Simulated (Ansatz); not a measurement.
The same hydrogenolysis along the group B, Al, Ga, In.

Isolated molecules relaxed with PBE0-D4/def2-TZVP in Ansatz; ΔE leaves out vibrations. CCSD(T)/CBS is the MP2 limit (def2-TZVPP, def2-QZVPP) plus CCSD(T) − MP2 in def2-TZVPP, frozen cores. Small cases extrapolate CCSD(T) itself. DFT in def2-TZVPP. def2 core potentials past Kr. For Ga, In outer-core shells are correlated without core-valence functions, which leaves a few kJ/mol of doubt a bond. Scalar relativity is left out up to krypton. Each species was taken in one conformer, which may not be the lowest.

```json
{"reaction": "`NB(S)S` + H₂ → `SBS` + NH₃", "PBE0-D4 (eV)": "0.70", "MP2/CBS(def2) (eV)": "0.77"}
{"reaction": "`[NH2][Al]([SH])[SH]` + H₂ → `[SH][AlH][SH]` + NH₃", "PBE0-D4 (eV)": "0.63", "MP2/CBS(def2) (eV)": "0.78"}
{"reaction": "`[NH2][Ga]([SH])[SH]` + H₂ → `[SH][GaH][SH]` + NH₃", "PBE0-D4 (eV)": "0.08", "MP2/CBS(def2) (eV)": "0.26"}
{"reaction": "`[NH2][In]([SH])[SH]` + H₂ → `[SH][InH][SH]` + NH₃", "PBE0-D4 (eV)": "-0.25", "MP2/CBS(def2) (eV)": "-0.03"}
```

(1) Give the CCSD(T)/CBS values in the same order. (Best estimate.)

Largest T1 diagnostic: 0.014, for `SBS`.

Extrapolated directly: `[NH2][Al]([SH])[SH]` + H₂ → `[SH][AlH][SH]` + NH₃.

## Answers

(1) The calculation gave: 0.69, 0.71, 0.18, -0.12 eV.
